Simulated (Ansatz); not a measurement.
Ideal-gas functions of C$_{2}$H$_{4}$GeO, SMILES `C#[C][GeH2][OH]` at 800 K and 1 bar, from an Ansatz frequency run at PBE0-D4/def2-TZVP.

Molar mass 116.66 g/mol, point group Cs (symmetry number 1), electronic degeneracy 1, moments of inertia 41.411, 166.384, 201.307 u Å². Harmonic wavenumbers (cm⁻¹, unscaled): 90, 133, 217, 323, 530, 571, 670, 711, 724, 738, 786, 885, 937, 2152, 2159, 2171, 3467, 3898.

Use S(trans) = R[1.5 ln M + 2.5 ln T − 1.1517]; rotational temperatures θ = 24.2544 K / I; S(rot) = R[ln(√π/σ · √(T³/θAθBθC)) + 1.5]; for each mode x = 1.438777 ν̃/T, S = R[x/(eˣ − 1) − ln(1 − e⁻ˣ)] and H = RT x/(eˣ − 1); 1 cm⁻¹ = 0.0119627 kJ/mol; R = 8.31446 J/(mol·K).

By hand: the entropy, in J/(mol·K).

Translation 188.7. Rotation: θ = 0.5857, 0.1458, 0.1205 K, giving 119.6. Vibration, mode by mode: 23.46, 20.23, 16.19, 12.95, 9.02, 8.45, 7.25, 6.81, 6.68, 6.55, 6.10, 5.28, 4.89, 0.86, 0.85, 0.84, 0.12, 0.06, in all 136.6. Electronic 0.0. Sum 444.9 J/(mol·K).

By hand: H − E and G − E in kJ/mol, counted from the electronic energy.

Zero-point energy ½ × 21162 × 0.0119627 = 126.6; thermal vibration 53.3; translation, rotation and pV give 4 RT = 26.6. H − E = 206.5 kJ/mol, and G − E = 206.5 − 800 × 444.9/1000 = -149.4 kJ/mol.

Vibration gives 31 % of the entropy, 43.7 J/(mol·K) of it from the modes under 150 cm⁻¹: soft modes count most, and the harmonic formula is weakest for them. The sum counts one conformer and one mirror image; others add a mixing term.
